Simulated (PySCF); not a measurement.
Input and output

[TlBr]− (doublet). PySCF 2.14.0, UKS B3LYP, Tl def2-SVP with ECP60, Br def2-SVP; non-relativistic Hamiltonian with scalar-relativistic core potentials where named; density fitting; no spin-orbit coupling. Purpose: one electron added, vertical, doublet.

```python
mol = gto.M(atom='''
Tl     0.00000     0.00000    -0.70669
Br     0.00000    -0.00000     1.98682''',
    basis={'Tl': 'def2-SVP', 'Br': 'def2-SVP'},
    ecp={'Tl': 'def2-SVP'},
    charge=-1, spin=1)
mf = dft.UKS(mol, xc='B3LYP')
mf.grids.atom_grid = (50, 194)
mf = mf.density_fit()  # fitting sets: Tl def2-universal-JKFIT, Br def2-universal-JKFIT
mf.conv_tol = 1e-08; mf.max_cycle = 55
mf.kernel(dm0)  # dm0: converged density of the relaxed state
```

Run from Python with OMP_NUM_THREADS=2; the lines above give its settings. Where DIIS fails, smearing, a level shift and second-order steps follow.
It took 0.6 s on 2 threads of Arm Neoverse V1, on a shared host, from an already converged density.

(1) Where do the frontier levels lie, over both spins?

(2) What does the SCF print?

(3) What are the Mulliken charges and spins?

(4) How does its energy compare with the relaxed singlet of charge +0 in vacuum?

Open shells may have lower solutions than the one found.

Results:

(1) HOMO 1.85 eV, LUMO 2.95 eV. The highest filled level lies above zero, as often for anions with such functionals and bases; it isn't the detachment energy.

(2) 
```
init E= -2746.54469573475
cycle= 1 E= -2746.52215779991  delta_E= 0.0225  |g|= 0.111  |ddm|= 0.81
cycle= 2 E= -2746.52764200136  delta_E= -0.00548  |g|= 0.117  |ddm|= 0.672
cycle= 3 E= -2746.53723938722  delta_E= -0.0096  |g|= 0.0153  |ddm|= 0.231
cycle= 4 E= -2746.53730393808  delta_E= -6.46e-05  |g|= 0.00934  |ddm|= 0.0336
...
cycle= 7 E= -2746.5373334466  delta_E= -1.69e-07  |g|= 5.11e-05  |ddm|= 0.000929
cycle= 8 E= -2746.53733345123  delta_E= -4.63e-09  |g|= 1.74e-05  |ddm|= 0.000216
Extra cycle  E= -2746.53733345151  delta_E= -2.82e-10  |g|= 1.63e-05  |ddm|= 6.63e-05
converged SCF energy = -2746.53733345151  <S^2> = 0.75125628  2S+1 = 2.0012559
```

(3) 
```csv
atom,charge (e),spin (e)
Tl1,-0.446,0.974
Br2,-0.554,0.026
```

(4) It lies 0.106 eV lower.
